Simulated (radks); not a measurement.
Values are calculated unless marked as measured or tabulated.
Trend from C4+ to Ne4+: ionisation energy by Delta-SCF between NIST ground configurations, and size. Level of theory: Dirac Kohn-Sham, PBE, spin-unpolarised, spherical densities, finite nucleus; open shells fill j = l - 1/2 first; Fermi nuclear charge, rms radius of each element as measured or else 0.836 A^(1/3) + 0.57 fm (a radial shooting solver on a logarithmic mesh with Libxc functionals).

species  configuration  configuration of the ion  IE (eV)  NIST (eV)       kind  outermost  <r> outermost (bohr)
C4+               [He]                       1s1   399.51     392.09     theory      1s1/2                 0.268
N4+           [He] 2s1                      [He]   97.107     97.890       exp.      2s1/2                  1.05
O4+           [He] 2s2                  [He] 2s1   114.28     113.90       exp.      2s1/2                 0.931
F4+       [He] 2s2 2p1                  [He] 2s2   113.67     114.25  semi-emp.      2s1/2                 0.839
Ne4+      [He] 2s2 2p2              [He] 2s2 2p1   124.71     126.25       exp.      2s1/2                 0.764

Reference values: NIST Atomic Spectra Database (exp. = measured, semi-emp. = semi-empirical, theory = theoretical value adopted there). Spin polarisation and multiplet splitting are left out, so open shells lie too high by an amount that depends on their filling.

Beside tabulated values, note that spin-unpolarised runs miss the spin-polarisation part of the exchange energy of open shells.
